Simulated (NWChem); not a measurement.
System: SiH₂Cl₂; SMILES Cl[SiH2]Cl

```xyz
5

Si     0.0000     0.0000    -0.7689
Cl    -1.6840     0.0000     0.4104
Cl     1.6840     0.0000     0.4104
H      0.0000     1.2330    -1.5936
H      0.0000    -1.2330    -1.5936
```
Atoms are numbered in this order, from 1.

Results from NWChem. Pople sets run with spherical d functions. Geometry: optimised at PBE0/def2-SVP. Ions are spin-unrestricted doublets at the neutral geometry; other ion states weren't tried.

**Question.** Taking CAM-B3LYP/6-311++G** as the yardstick, which of these has the fewest basis functions while keeping “vertical ionisation energy, ΔSCF (eV)” within 0.1 eV of it: CAM-B3LYP/6-311G**; CAM-B3LYP/6-31+G*; CAM-B3LYP/6-31G*; CAM-B3LYP/3-21G; CAM-B3LYP/STO-3G?

**Answer.** CAM-B3LYP/6-31G*.
| level | basis functions | vertical ionisation energy, ΔSCF (eV) | relative time (rough) |
|---|---|---|---|
| CAM-B3LYP/STO-3G | 29 | 10.24 | 1 |
| CAM-B3LYP/3-21G | 43 | 11.84 | 2 |
| CAM-B3LYP/6-31G* | 58 | 11.62 | 5 |
| CAM-B3LYP/6-31+G* | 70 | 11.67 | 10 |
| CAM-B3LYP/6-311G** | 90 | 11.71 | 10 |
| CAM-B3LYP/6-311++G** | 104 | 11.67 | 20 |

The yardstick is one finite set, not the basis-set limit.
